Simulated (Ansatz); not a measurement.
Cost and result for the atomization energy of H$_{6}$InNOSi (10 atoms, 10 bonds).

```xyz
10

N     0.741   -0.821   -0.565
Si   -0.833   -0.024   -0.071
In    2.157    1.122   -0.320
O     0.470    0.890    1.085
H     0.632   -1.421   -1.373
H     1.106   -1.394    0.190
H    -1.601   -0.337    1.170
H    -1.663   -0.874   -1.032
H    -1.095    1.295   -0.731
H     0.085    1.566    1.647
```

Total charge 0; spin multiplicity 1. Correlated methods include outer-core shells of In, which these sets cover unevenly. In: def2 effective core potential. The bonds changed during the relaxation, so this is another structure than the one it started from. All single points use the PBE0-D4/def2-TZVP geometry. It is one conformer, not always the lowest. Program: Ansatz. All runs use 4 threads of an Arm Neoverse V1 on a shared host. Times are those of one run each, without the atoms' runs, and a repeat can differ threefold. Electronic energies, without spin–orbit coupling; frozen cores. CCSD(T)/CBS adds CCSD(T) − MP2 in def2-TZVPP to the MP2 limit, and its time is that of the two runs behind it. T1 = 0.015. With those shells the extrapolation isn't a true limit. B3LYP takes the VWN-RPA correlation (the form of Gaussian; ORCA's B3LYP/G).

CCSD(T)/CBS is a level of theory with its own doubt, some kJ/mol a heavy atom from the limit and from the frozen cores, so smaller differences don't rank the functionals.

```json
{"level": "PBE-D4/def2-TZVPP (with forces)", "functions": "238", "wall time": "2.6 s", "atomization (kJ/mol)": "3094.8", "difference from CCSD(T)/CBS": "-9.0", "per bond": "-0.9"}
{"level": "PBE0-D4/def2-TZVPP", "functions": "238", "wall time": "3.1 s", "atomization (kJ/mol)": "3031.1", "difference from CCSD(T)/CBS": "-72.7", "per bond": "-7.3"}
{"level": "B3LYP-D4/def2-TZVPP (with forces)", "functions": "238", "wall time": "4.6 s", "atomization (kJ/mol)": "3075.3", "difference from CCSD(T)/CBS": "-28.5", "per bond": "-2.9"}
{"level": "r2SCAN-D4/def2-TZVPP (with forces)", "functions": "238", "wall time": "4.7 s", "atomization (kJ/mol)": "3065.8", "difference from CCSD(T)/CBS": "-38.0", "per bond": "-3.8"}
{"level": "B2PLYP/def2-TZVPP", "functions": "238", "wall time": "5.5 s", "atomization (kJ/mol)": "3033.6", "difference from CCSD(T)/CBS": "-70.2", "per bond": "-7.0"}
{"level": "ωB97X-V/def2-TZVPP", "functions": "238", "wall time": "8.5 s", "atomization (kJ/mol)": "3090.5", "difference from CCSD(T)/CBS": "-13.3", "per bond": "-1.3"}
{"level": "ωB97M-V/def2-TZVPP (with forces)", "functions": "238", "wall time": "12 s", "atomization (kJ/mol)": "3088.4", "difference from CCSD(T)/CBS": "-15.4", "per bond": "-1.5"}
{"level": "MP2/def2-QZVPP", "functions": "446", "wall time": "20 s", "atomization (kJ/mol)": "3085.6", "difference from CCSD(T)/CBS": "-18.2", "per bond": "-1.8"}
{"level": "CCSD(T)/def2-TZVPP", "functions": "238", "wall time": "2.5 min", "atomization (kJ/mol)": "2997.8", "difference from CCSD(T)/CBS": "-106.0", "per bond": "-10.6"}
{"level": "CCSD(T)/CBS(def2)", "functions": "–", "wall time": "2.9 min", "atomization (kJ/mol)": "3103.8", "difference from CCSD(T)/CBS": "0.0", "per bond": "0.0"}
```

From PBE to PBE0 (25 % exact exchange), in def2-TZVPP and without D4, the atomization energy moves by −59.8 kJ/mol: exact exchange takes away binding that semilocal exchange gives to molecules. In def2-TZVPP, CCSD(T) changes the Hartree–Fock value by +895.8 kJ/mol (the triples alone add +47.8 kJ/mol) and MP2 by +920.5 kJ/mol; breaking electron pairs costs correlation energy, which Hartree–Fock lacks. The D4 term adds +40.0 kJ/mol with B3LYP and +20.5 kJ/mol with PBE0; it sums over pairs of atoms, weighted by their polarisabilities, and B3LYP, whose exchange is more repulsive, gets the larger term.

Spin–orbit coupling would lower the free In atoms strongly, and the atomization energy with them, by more than many differences here.
